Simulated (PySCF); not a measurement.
Compound: C3H6O4Si.
SMILES with atom numbers: `[CH3:1][C:2](=[O:3])[O:4][SiH2:5][C:6](=[O:7])[OH:8]` (hydrogens: H9, H10, H11 on C1; H12, H13 on Si5; H14 on O8)

Theory: PySCF 2.14.0, PBE0-D3(BJ)/def2-SVP geometry optimisation, gas phase.

Question: List the bond lengths, angles and torsions at this level.

Answer: 
| bond | length (pm) | order |
| --- | --- | --- |
| C1–C2 | 149.5 | single |
| C2=O3 | 120.7 | double |
| C2–O4 | 134.1 | single |
| O4–Si5 | 170.8 | single |
| Si5–C6 | 192.3 | single |
| C6=O7 | 120.1 | double |
| C6–O8 | 134.4 | single |
| C1–H9, C1–H10, C1–H11 | 109.8 | single |
| Si5–H12, Si5–H13 | 148.4 | single |
| O8–H14 | 97.4 | single |

Bonds in one row agree within 1 pm and their mean is given. Orders are formal, as drawn. A selection of angles:
| angle | degrees |
| --- | --- |
| C1–C2–O3 | 125.8 |
| C1–C2–O4 | 113.2 |
| O3–C2–O4 | 121.0 |
| C2–O4–Si5 | 115.3 |
| O4–Si5–C6 | 101.6 |
| Si5–C6–O7 | 126.3 |
| Si5–C6–O8 | 110.7 |
| O7–C6–O8 | 123.0 |
| H14–O8–C6 | 107.2 |

Torsions: C1–C2–O4–Si5 179° (antiperiplanar); C2–O4–Si5–C6 -179° (antiperiplanar); O4–Si5–C6–O7 -1° (synperiplanar); H14–O8–C6–Si5 180° (antiperiplanar). The mirror-image conformer, all signs reversed, is as good.

The 8 heavy atoms lie in one plane (0.013 Å rms). Si5 (oxygen-bound silicon) is distorted tetrahedral (angles from 101.6° to 113.2°). The 4 C–O bonds span 1.201 Å (C6=O7, drawn double) to 1.344 Å (C6–O8, drawn single), a spread of 0.143 Å. O4 (oxygen singly bound to a carbonyl carbon) is bent (angle 115.3°).

Point group: near Cs, missed by 0.17 Å at most; the miss may be what the optimiser left on a soft mode. Stationary, but not proved a minimum. The numbers are those of one conformer (C1–C2–O4–Si5 179°, C2–O4–Si5–C6 -179°, O4–Si5–C6–O7 -1°, Si5–C6–O8–H 180°).
